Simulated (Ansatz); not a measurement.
Task: Predict a relaxed structure of n-GeSiSiGeH10 (Si₂Ge₂H₁₀), charge 0, singlet, at PBE-D4/def2-SVP (Ansatz).

Result: 
Cartesian coordinates in Å:
```
Ge 0.4236 -1.4824 1.8695
Ge 0.8949 0.6071 -2.1687
Si -0.6711 0.5854 1.3564
Si -1.1621 0.6301 -0.9415
H -0.4827 -2.6752 1.4638
H 1.7519 -1.5912 1.0729
H 0.7457 -1.6004 3.3828
H -1.9197 0.7198 2.1905
H 0.2464 1.7336 1.6908
H -1.9619 1.8534 -1.3123
H -1.9714 -0.5904 -1.3006
H 1.7127 -0.6628 -1.8107
H 0.6503 0.6212 -3.7009
H 1.7434 1.8516 -1.7920
```
Point group C2 (tolerance 0.1 Å). This is one stationary point.

Another isomer (singlet) lies 0.23 eV lower at PBE0-D4/def2-TZVP; other spin states weren't run for this one.
